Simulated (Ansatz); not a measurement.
Born–Oppenheimer molecular dynamics of CH4Zn (6 atoms, charge 0, multiplicity 1). It starts from a relaxed structure.

Computed with RKS revPBE-D4/def2-SVP (Ansatz 0.2.0).

| Property | Result |
| --- | --- |
| ensemble | NVT, Langevin thermostat |
| time step | 0.5 fs |
| steps asked | 166 |
| set temperature | 700 K |
| friction | 0.05 /fs |
| seed | 580486 |

Frames 0.5 fs apart, positions in Å, forces in eV/Å.

Velocities at 45.0 fs (Å/ps):

```
C 7.28 0.56 -5.29
Zn -5.04 -3.82 4.38
H 27.95 -0.63 -39.89
H 33.13 29.22 17.82
H 14.67 -25.16 31.18
H -4.19 14.21 11.15
```

```xyz
6
Properties=species:S:1:pos:R:3:forces:R:3 time_fs=45.0 energy_less_start_eV=0.446 T=782
C 0.024 -0.589 -0.569 0.95 0.37 -0.04
Zn 0.161 0.734 0.939 0.03 -1.13 -0.34
H 1.176 -0.763 -0.722 -1.62 -0.49 0.40
H -0.608 -1.483 -0.237 0.99 0.57 -0.30
H -0.301 -0.273 -1.581 -0.29 0.11 0.07
H 0.647 1.009 2.380 -0.07 0.56 0.22
6
Properties=species:S:1:pos:R:3:forces:R:3 time_fs=45.5 energy_less_start_eV=0.451 T=700
C 0.028 -0.589 -0.572 1.58 0.52 0.34
Zn 0.158 0.732 0.941 0.08 -1.10 -0.34
H 1.188 -0.762 -0.738 -1.80 -0.44 0.50
H -0.587 -1.469 -0.229 0.74 0.20 -0.22
H -0.293 -0.282 -1.568 -0.51 0.28 -0.46
H 0.646 1.016 2.384 -0.09 0.55 0.18
6
Properties=species:S:1:pos:R:3:forces:R:3 time_fs=46.0 energy_less_start_eV=0.467 T=735
C 0.033 -0.588 -0.574 2.13 0.77 0.60
Zn 0.155 0.731 0.943 0.13 -1.07 -0.33
H 1.198 -0.759 -0.750 -1.90 -0.41 0.57
H -0.564 -1.454 -0.223 0.45 -0.24 -0.09
H -0.282 -0.290 -1.560 -0.70 0.42 -0.90
H 0.647 1.022 2.387 -0.11 0.53 0.14
6
Properties=species:S:1:pos:R:3:forces:R:3 time_fs=46.5 energy_less_start_eV=0.490 T=749
C 0.038 -0.588 -0.577 2.62 1.15 0.75
Zn 0.152 0.730 0.945 0.19 -1.04 -0.33
H 1.204 -0.758 -0.763 -1.91 -0.39 0.64
H -0.544 -1.436 -0.218 0.11 -0.77 0.10
H -0.275 -0.300 -1.555 -0.86 0.55 -1.26
H 0.647 1.030 2.390 -0.14 0.50 0.09
6
Properties=species:S:1:pos:R:3:forces:R:3 time_fs=47.0 energy_less_start_eV=0.509 T=658
C 0.044 -0.587 -0.579 3.00 1.63 0.72
Zn 0.148 0.729 0.947 0.24 -1.00 -0.32
H 1.206 -0.757 -0.772 -1.85 -0.38 0.68
H -0.523 -1.417 -0.210 -0.27 -1.35 0.33
H -0.273 -0.308 -1.552 -0.96 0.62 -1.46
H 0.648 1.040 2.392 -0.17 0.48 0.06
6
Properties=species:S:1:pos:R:3:forces:R:3 time_fs=47.5 energy_less_start_eV=0.517 T=633
C 0.051 -0.586 -0.581 3.20 2.10 0.55
Zn 0.145 0.727 0.948 0.29 -0.95 -0.30
H 1.204 -0.754 -0.779 -1.71 -0.37 0.67
H -0.500 -1.402 -0.199 -0.59 -1.84 0.53
H -0.278 -0.315 -1.552 -0.99 0.61 -1.47
H 0.649 1.048 2.395 -0.19 0.46 0.02
6
Properties=species:S:1:pos:R:3:forces:R:3 time_fs=48.0 energy_less_start_eV=0.506 T=669
C 0.057 -0.586 -0.583 3.12 2.49 0.26
Zn 0.142 0.726 0.949 0.33 -0.89 -0.26
H 1.198 -0.750 -0.783 -1.47 -0.38 0.63
H -0.478 -1.392 -0.186 -0.82 -2.19 0.69
H -0.285 -0.320 -1.555 -0.95 0.54 -1.28
H 0.647 1.054 2.399 -0.22 0.43 -0.03
6
Properties=species:S:1:pos:R:3:forces:R:3 time_fs=48.5 energy_less_start_eV=0.480 T=609
C 0.065 -0.586 -0.583 2.77 2.73 -0.05
Zn 0.139 0.723 0.949 0.37 -0.84 -0.21
H 1.189 -0.748 -0.785 -1.12 -0.41 0.56
H -0.462 -1.385 -0.173 -0.92 -2.34 0.77
H -0.295 -0.324 -1.559 -0.85 0.44 -0.98
H 0.645 1.058 2.403 -0.24 0.41 -0.08
6
Properties=species:S:1:pos:R:3:forces:R:3 time_fs=49.0 energy_less_start_eV=0.446 T=641
C 0.073 -0.586 -0.584 2.19 2.75 -0.20
Zn 0.136 0.721 0.950 0.41 -0.79 -0.17
H 1.180 -0.747 -0.788 -0.72 -0.45 0.48
H -0.450 -1.384 -0.160 -0.88 -2.27 0.73
H -0.306 -0.329 -1.561 -0.74 0.36 -0.72
H 0.644 1.065 2.407 -0.27 0.39 -0.13
6
Properties=species:S:1:pos:R:3:forces:R:3 time_fs=49.5 energy_less_start_eV=0.402 T=811
C 0.083 -0.587 -0.585 1.36 2.55 -0.24
Zn 0.133 0.719 0.951 0.46 -0.74 -0.12
H 1.171 -0.747 -0.791 -0.25 -0.50 0.38
H -0.442 -1.388 -0.147 -0.67 -1.95 0.58
H -0.320 -0.335 -1.564 -0.60 0.28 -0.41
H 0.641 1.075 2.410 -0.29 0.36 -0.18
6
Properties=species:S:1:pos:R:3:forces:R:3 time_fs=50.0 energy_less_start_eV=0.362 T=871
C 0.093 -0.586 -0.586 0.34 2.19 -0.18
Zn 0.130 0.717 0.951 0.49 -0.70 -0.09
H 1.162 -0.748 -0.795 0.25 -0.55 0.25
H -0.438 -1.397 -0.135 -0.35 -1.47 0.33
H -0.337 -0.340 -1.568 -0.42 0.20 -0.09
H 0.635 1.085 2.414 -0.32 0.33 -0.23
6
Properties=species:S:1:pos:R:3:forces:R:3 time_fs=50.5 energy_less_start_eV=0.336 T=938
C 0.103 -0.585 -0.589 -0.61 1.69 0.04
Zn 0.127 0.714 0.952 0.54 -0.66 -0.03
H 1.158 -0.755 -0.799 0.66 -0.59 0.13
H -0.435 -1.409 -0.122 0.01 -0.89 0.02
H -0.353 -0.347 -1.570 -0.26 0.15 0.13
H 0.628 1.097 2.420 -0.35 0.30 -0.29
```

Of the whole run (83 fs, mean temperature of the second half 826 K): The mean temperature of the second half is 18 % above the set value. A run of 0.083 ps of so small a system gives no equilibrium averages.

Time of the run: 3.7 min on 1 thread of Arm Neoverse V2, on a shared host, peak memory 0.11 GiB.
